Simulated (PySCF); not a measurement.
Choosing a molecule for a target property.

Each SMILES stands for a single optimised conformer of the isolated species, non-relativistic unless stated. Electronic properties by PySCF.

The conformers computed, where there is a choice (atom-mapped SMILES and torsion angles):
- `[F:1][c:2]1[cH:3][cH:4][c:5]2[c:6]([cH:7]1)[C@@H:8]2[O:9][CH:10]([F:11])[F:12]`: C6–C8–O9–C10 81°, C8–O9–C10–F11 -80°
- `[CH3:1][O:2][C:3]([F:4])([F:5])[C:6]([F:7])([F:8])[C:9]([F:10])([F:11])[F:12]`: C1–O2–C3–F4 -58°, O2–C3–C6–F7 175°, C3–C6–C9–F10 -63°
- `[CH3:1][C:2]([CH3:3])([CH3:4])[C:5]1=[CH:6][CH2:7][O:8][CH2:9]1`: C1–C2–C5–C6 117°
- `[CH3:1][O:2][CH2:3][P:4]([SiH3:5])[CH:6]1[CH2:7][CH2:8]1`: C1–O2–C3–P4 176°, O2–C3–P4–Si5 -34°, C3–P4–C6–C7 106°
- `[CH2:1]=[CH:2][S:3][C@@H:4]([CH3:5])[CH2:6][S@:7]([CH3:8])=[O:9]`: C1–C2–S3–C4 -178°, C2–S3–C4–C5 142°, S3–C4–C6–S7 63°, C4–C6–S7–C8 170°
- `[O:1]=[C:2]([c:3]1[cH:4][cH:5][cH:6][cH:7][cH:8]1)[C:9]([F:10])([F:11])[F:12]`: O1–C2–C3–C4 0°, O1–C2–C9–F10 120°
- `[CH3:1]/[C:2]([SiH3:3])=[C:4](/[Cl:5])[CH2:6][C:7]([F:8])([F:9])[F:10]`: C2–C4–C6–C7 -89°, C4–C6–C7–F8 59°

(1) Wanted: HOMO energy above -6.6 eV (PBE0/pcSseg-1) and dipole moment above 2.6 D (PBE0/pcSseg-1), at GFN2-xTB geometries. Which candidate meets both?
A. `c12[C@H](c1cc(F)cc2)OC(F)F`
B. `COCP([SiH3])C1CC1`
C. `COC(F)(F)C(F)(F)C(F)(F)F`
D. `O=C(C1=CC=CC=C1)C(F)(F)F`
E. `CC(C)(C)C1=CCOC1`
F. `C(=C)S[C@@H](C)C[S@@](=O)C`

(2) Wanted: HOMO–LUMO gap between 6.5 eV and 7.2 eV (PBE0/pcSseg-1) and smallest rotational constant above 0.6 GHz (GFN2-xTB), at GFN2-xTB geometries. Which candidate meets both?
A. `COCP([SiH3])C1CC1`
B. `COC(F)(F)C(F)(F)C(F)(F)F`
C. `FC1=CC2=C(C=C1)[C@H]2OC(F)F`
D. `C/C([SiH3])=C(/Cl)CC(F)(F)F`
E. `CC(C)(C)C1=CCOC1`

Results:

(1) F. Computed values:
```csv
species,HOMO energy,dipole moment
COC(F)(F)C(F)(F)C(F)(F)F,-9.80 eV,3.04 D
O=C(C1=CC=CC=C1)C(F)(F)F,-8.10 eV,4.12 D
c12[C@H](c1cc(F)cc2)OC(F)F,-7.59 eV,2.83 D
COCP([SiH3])C1CC1,-6.72 eV,2.39 D
CC(C)(C)C1=CCOC1,-6.54 eV,2.03 D
C(=C)S[C@@H](C)C[S@@](=O)C,-6.15 eV,3.34 D
```

(2) E. Computed values:
```csv
species,HOMO–LUMO gap,smallest rotational constant
FC1=CC2=C(C=C1)[C@H]2OC(F)F,6.34 eV,0.414 GHz
C/C([SiH3])=C(/Cl)CC(F)(F)F,6.73 eV,0.503 GHz
CC(C)(C)C1=CCOC1,7.12 eV,1.008 GHz
COCP([SiH3])C1CC1,7.33 eV,0.784 GHz
COC(F)(F)C(F)(F)C(F)(F)F,11.02 eV,0.713 GHz
```
